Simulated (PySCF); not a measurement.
Level of theory: TPSSh-D3(BJ)/def2-TZVP // BP86-D3(BJ)/def2-SVP (PySCF). Gas-phase values, no solvent. One relaxed conformer stands for a flexible species; it need not be the lowest. 

Reference species: [Mo(F)6] (neutral, multiplicity 1).

```yaml
charge on the central atom (Mulliken): 2.04 e
mean_distance_from_the_central_atom_to_its_bonded_neighbours: 1.843 Å
coordination_number: 6
```

After one change: the charge on the central atom (Mulliken) drops by 0.50 e; the mean distance from the central atom to its bonded neighbours rises by 0.137 Å; the coordination number is nearly the same.

Question: Which change was made? The new species is one of these.
(A) [Mo(F)4(NH2)2]
(B) [Mo(F)2(NH2)4]
(C) [Mo(F)3(NH2)3]
(D) [Mo(F)(NH2)5]

Answer: D, [Mo(F)(NH2)5]
